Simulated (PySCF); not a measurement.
CH8GeSi, SMILES C[SiH2][GeH3]. Atoms are numbered in the order given.

```xyz
11

Si     0.6627    -1.1492     0.0000
C     -0.7968    -2.3505     0.0000
Ge    -0.1048     1.1186     0.0000
H      1.5154    -1.3680     1.2078
H      1.5154    -1.3680    -1.2078
H     -0.4449    -3.3945     0.0000
H     -1.4258    -2.2002    -0.8915
H     -1.4258    -2.2002     0.8915
H      1.0693     2.1218     0.0000
H     -0.9730     1.4038    -1.2469
H     -0.9730     1.4038     1.2469
```

Geometry optimised at B3LYP-D3(BJ)/def2-SVP. This is a generated structure with no PubChem entry under its InChIKey; it may be hypothetical.

Method: PBE/def2-TZVP (PySCF).

Gas-phase values at a fixed geometry.

Computed frontier levels, gap, dipole moment and polarisability:
```
Quantity                                                                                                       Result
---------------------------------------------------------------------------------------------  ----------------------
highest occupied level                                                                                       -6.85 eV
lowest empty level                                                                                           -0.53 eV
orbital gap                                                                                                   6.32 eV
dipole moment                                                                                                  1.02 D
quadrupole, principal values (traceless, Buckingham form, about the centre of nuclear charge)  -1.83, -0.22, 2.05 D·Å
mean static polarisability                                                                      77.8 bohr³ (11.52 Å³)
polarisability, principal values                                                               67.2, 73.2, 92.8 bohr³
```
